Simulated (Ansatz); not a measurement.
ClF2GeHO (`[OH][Ge]([F])([F])[Cl]`), relaxed with RKS PBE-D4/def2-SVP in the Gaussian-basis code of Ansatz from a rough embedded geometry. The force threshold is 0.03 eV/Å; the program also tests the step.

Total charge 0; spin multiplicity 1.

Start:

```xyz
6

O    -0.496    1.055    0.851
Ge    0.113   -0.286   -0.095
F    -1.040   -0.618   -1.336
F     1.606    0.083   -0.854
Cl    0.390   -2.053    1.140
H    -0.573    1.819    0.294
```

Task: By how much does the energy fall, and how many steps does the optimiser take? (Estimate.)

Result: Computed: 6.78 kJ/mol, in 4 steps, 1 of them rejected.

Task: Which bonds change most? (Best estimate.)

Result: Ansatz gave: Ge2–Cl5 from 2.173 to 2.123 Å; O1–H6 from 0.948 to 0.978 Å; Ge2–F4 from 1.715 to 1.738 Å; Ge2–F3 from 1.725 to 1.738 Å.

Task: Give the relaxed structure. (An estimate is asked.)

Result: Computed: 
```xyz
6

O    -0.467    1.042    0.883
Ge    0.104   -0.308   -0.093
F    -1.007   -0.657   -1.382
F     1.594    0.090   -0.893
Cl    0.358   -2.008    1.154
H    -0.583    1.841    0.331
```
